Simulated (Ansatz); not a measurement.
These are frozen-core CCSD(T)/cc-pVDZ // PBE-D3(BJ)/def2-SVP run with Ansatz (a quantum-chemistry and plane-wave program) values and carry that method's errors.

Ansatz 0.2 input:
```yaml
crystal:
  periodic: [false, false, false]
  atoms:
    - { symbol: C, position_ang: [-1.466341, 2.04827, 0.901453] }
    - { symbol: O, position_ang: [-0.611352, 1.009981, 1.350311] }
    - { symbol: Si, position_ang: [0.285747, 0.065579, 0.310573] }
    - { symbol: C, position_ang: [1.390937, -0.99662, 1.370881] }
    - { symbol: O, position_ang: [1.10243, 1.099416, -0.711319] }
    - { symbol: C, position_ang: [1.648159, 0.749908, -1.967683] }
    - { symbol: O, position_ang: [-0.685633, -0.851395, -0.708699] }
    - { symbol: C, position_ang: [-1.527271, -1.89557, -0.267085] }
    - { symbol: H, position_ang: [-1.851184, 2.597109, 1.785506] }
    - { symbol: H, position_ang: [-0.928873, 2.767586, 0.24503] }
    - { symbol: H, position_ang: [-2.337649, 1.650713, 0.3328] }
    - { symbol: H, position_ang: [2.068021, -0.36326, 1.977704] }
    - { symbol: H, position_ang: [2.010681, -1.667627, 0.7423] }
    - { symbol: H, position_ang: [0.798544, -1.625229, 2.066122] }
    - { symbol: H, position_ang: [2.620511, 0.214431, -1.86108] }
    - { symbol: H, position_ang: [1.836992, 1.678107, -2.546453] }
    - { symbol: H, position_ang: [0.959906, 0.103077, -2.555319] }
    - { symbol: H, position_ang: [-0.952293, -2.754838, 0.15157] }
    - { symbol: H, position_ang: [-2.114431, -2.272919, -1.130161] }
    - { symbol: H, position_ang: [-2.246898, -1.55672, 0.513548] }
basis:
  gaussian: { orbitals: cc-pVDZ }
correlation:
  method: ccsd_t
```

Output:

```
Functional definition: HF
1605 factors; integrals over basis functions are off by at most 1.2e-3 eV
mean field evaluation 1: about -18283.9206 eV, gradient 4.7e1 eV
mean field evaluation 2: about -18284.1669 eV, gradient 4.7e1 eV
mean field evaluation 4: about -18288.9552 eV, gradient 5.0e0 eV
mean field evaluation 8: about -18289.0272 eV, gradient 2.1e-1 eV
mean field evaluation 16: about -18288.7245 eV, gradient 8.6e-1 eV
mean field -18289.02737901 eV, -672.1093594307 hartree, gradient 9.2e-6 eV, S^2 0.000000; 0 other end points of the search recorded, 0 dependent functions left out
12 core orbitals not correlated
reference -18289.02737901 eV, -672.1093594307 hartree; 25, 25 occupied and 139, 139 virtual orbitals, 1605 factors
second order -33.27157892 eV of doubles, -0.00000000 eV of singles
cycle   1  -34.38944664 eV  change    -1.1e0 eV  update   1.3e-1
cycle   2  -35.25674167 eV  change   -8.7e-1 eV  update   3.6e-2
cycle   3  -35.46873211 eV  change   -2.1e-1 eV  update   1.8e-2
cycle   4  -35.46295854 eV  change    5.8e-3 eV  update   3.6e-3
cycle   5  -35.46332547 eV  change   -3.7e-4 eV  update   1.5e-3
cycle   6  -35.46402743 eV  change   -7.0e-4 eV  update   4.3e-4
cycle   7  -35.46377972 eV  change    2.5e-4 eV  update   1.7e-4
cycle   8  -35.46370290 eV  change    7.7e-5 eV  update   4.8e-5
cycle   9  -35.46370684 eV  change   -3.9e-6 eV  update   1.7e-5
perturbative correction -0.93378096 eV, -0.0343158173 hartree
Total energy: -18325.42486682 eV, -673.4469424364 hartree
```

Cost: very roughly 5 core-minutes.
